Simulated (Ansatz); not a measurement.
# What each rung costs, and what it gives

Saddle point of GaH5SO, closed shell (GaH₃O ([OH][GaH2]) + H₂S → GaH₃S ([SH][GaH2]) + H₂O (still joined by a long Ga–O bond); bonds formed: O2–H5; dative contacts that become bonds: Ga1–S6; bonds broken: H5–S6; bonds weakened to dative contacts: Ga1–O2), PBE0-D4/def2-TZVP structure:

```xyz
8
angstrom
Ga -0.4821 -0.8067 0.3490
O -0.9491 0.8932 -0.3807
H -0.5285 -1.9315 -0.7286
H -0.7687 -0.8864 1.8839
H 0.5181 1.0569 -0.2491
S 1.7525 0.3198 0.1008
H -1.4843 1.4550 0.1854
H 1.9420 -0.1003 -1.1606
```

Barriers are electronic and count from the start structure reached by relaxing down the imaginary mode.

Computed with Ansatz 0.2.0 (basis: as named in each row); correlated methods freeze the cores. Filled d shells of the heavier atoms are correlated. The def2 sets are not built for correlating such inner shells, so the correlated values are less sure here. B3LYP uses VWN-RPA correlation. Extrapolation: Hartree–Fock as exp(−7.88 √X), correlation as X^−2.97.

Times are rough, for one single point on 4 threads of a shared host (Intel Xeon).

The estimate by CCSD(T) at an estimated basis limit (MP2 extrapolated from triple and quadruple zeta, plus CCSD(T) − MP2 in triple zeta) is 21.0 kJ/mol.

```
      method       basis  time (s)  barrier (kJ/mol)  method less estimate
          HF      STO-3G   under 1              35.9                  14.8
       SPW92    def2-SVP   under 1             -24.7                 -45.8
      PBE-D4    def2-SVP         1              -6.4                 -27.5
    B3LYP-D4       6-31G         2               1.6                 -19.4
      PBE-D4      STO-3G         2             -31.8                 -52.8
     PBE0-D4    def2-SVP         2               2.4                 -18.7
       SPW92  def2-TZVPP         2             -14.1                 -35.1
      PBE-D4  def2-TZVPP         2               2.9                 -18.2
     BLYP-D4  def2-TZVPP         2              13.5                  -7.5
    B3LYP-D4  def2-TZVPP         3              18.8                  -2.2
    BHLYP-D4  def2-TZVPP         4              28.7                   7.7
     PBE0-D4  def2-TZVPP         4              10.9                 -10.2
CAM-B3LYP-D4  def2-TZVPP         4              21.2                   0.1
   r2SCAN-D4  def2-TZVPP         4               8.1                 -13.0
     CCSD(T)    def2-SVP         6              23.1                   2.1
  r2SCAN0-D4  def2-TZVPP         6              14.1                  -6.9
     wB97M-V    def2-SVP         6              11.2                  -9.9
  RPA on PBE  def2-TZVPP         6              23.5                   2.5
      B2PLYP  def2-TZVPP         6              20.3                  -0.7
    PBE-QIDH  def2-TZVPP         8              16.4                  -4.6
      B97M-V  def2-TZVPP         8              19.0                  -2.0
     wB97X-V  def2-TZVPP         8              22.6                   1.5
     wB97M-V  def2-TZVPP        10              21.3                   0.3
         MP2  def2-QZVPP        25              16.9                  -4.1
     CCSD(T)  def2-TZVPP        55              22.3                   1.3
```

All methods are single points on the PBE0-D4 structures; a negative value means that the method puts the saddle structure below the start.

The T1 diagnostic stays at or below 0.014.

Labels in which every atom is bracketed show which atoms are joined, not bond orders.
